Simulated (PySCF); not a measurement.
ClMoO, SMILES [O]=[Mo][Cl] (connectivity only; charge and spin as stated), neutral, multiplicity 4.

Geometry: B3LYP-D3(BJ)/def2-TZVP. A frequency run showed that this geometry is not a minimum. The multiplicity is an assumed one; other spin states were not compared. The def2 effective core potentials stand for the cores of Mo; spin–orbit coupling is left out.

Two levels are set side by side: PBE/def2-TZVPD (PySCF) and B3LYP/def2-TZVPD (PySCF). Same geometry, gas phase. Differences are taken from unrounded values.

```csv
quantity,B3LYP,PBE,PBE minus B3LYP
α-spin orbital gap (eV),3.19,1.55,-1.64
β-spin orbital gap (eV),5.78,3.99,-1.79
mean polarisability (bohr³),61.5,64.4,3.0
```

PBE's more diffuse valence density responds more strongly to a field. Differences between two approximate levels are no errors against the true value.

Rough cost on one machine, each run with all the roots and properties that it gave: B3LYP against PBE within a factor of 2.
